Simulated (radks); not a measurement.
The gold anion Au- inside a hard spherical wall (all orbitals vanish at R), configuration held at [Hg] and not refilled when levels cross. Calculated with a radial shooting solver on a logarithmic mesh with Libxc functionals: scalar-relativistic Kohn-Sham, PBEsol, spin-polarised, spherical densities, point nucleus. Eigenvalues in eV for spin up, with the zero of energy where the potential of the charges vanishes at infinity; a dash marks a level that is unbound or too diffuse for the functional's potential to be trusted. A positive occupied level is held by the wall or, in an anion where self-interaction has pushed it up, behind a barrier. The pressure on the wall is -dE/dV.

R (bohr)  E (hartree)  kinetic (hartree)    e(4f)    e(5p)   e(5d)   e(6s)  e(6p, empty)  e(7s, empty)  pressure (GPa)
15        -19006.7067          21270.305  -74.279  -52.791   0.114   0.483         3.242         3.262        0.000476
10        -19006.7047          21270.319  -74.110  -52.618   0.284   0.637         4.463         5.891          0.0346
8         -19006.6972          21270.366  -73.740  -52.244   0.643   0.982         5.505         9.008           0.292
7         -19006.6839          21270.439  -73.284  -51.788   1.073   1.413         6.469        12.037           0.987
6         -19006.6476          21270.625  -72.357  -50.875   1.918   2.311         8.165        17.340            3.85
4         -19006.1195          21272.954  -65.182  -44.180   8.049   9.906        19.844        50.959             115
3.5       -19005.5231          21275.378  -59.869  -39.496  12.509  16.262        28.822        74.459             333
2.5       -19000.4148          21294.847  -33.223  -17.638  36.100  57.019        82.321        197.30            4530
2         -18988.6625          21337.440    2.459   12.020  72.101  130.16        170.31        376.51           24400
